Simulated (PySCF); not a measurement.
C6H6O, SMILES C1=C[C@H]2C=C[C@@H]1O2.

The structure is a stationary point at PBE-D3(BJ)/def2-SVP. The structure was generated by enumeration; whether it is a known compound was not checked. The values are those of a single conformer.

Two levels are set side by side: TDA-PBE/def2-SVPD (PySCF) and TDA-M06-2X/def2-SVPD (PySCF). Vertical, same geometry. The lowest singlet is HOMO→LUMO 84 % with PBE and HOMO→LUMO 96 % with the other functional; states are paired by order. Differences are taken from unrounded values.

```tsv
quantity	TDA-M06-2X	TDA-PBE	TDA-PBE minus TDA-M06-2X
lowest singlet excitation (eV)	5.14	4.00	-1.15
lowest triplet excitation (TDA) (eV)	3.51	2.91	-0.60
```

A lower first singlet is the usual sign of a functional without exact exchange. Differences between two approximate levels are no errors against the true value.

Rough cost on one machine, each run with all the roots and properties that it gave: TDA-M06-2X against TDA-PBE about 10 times.
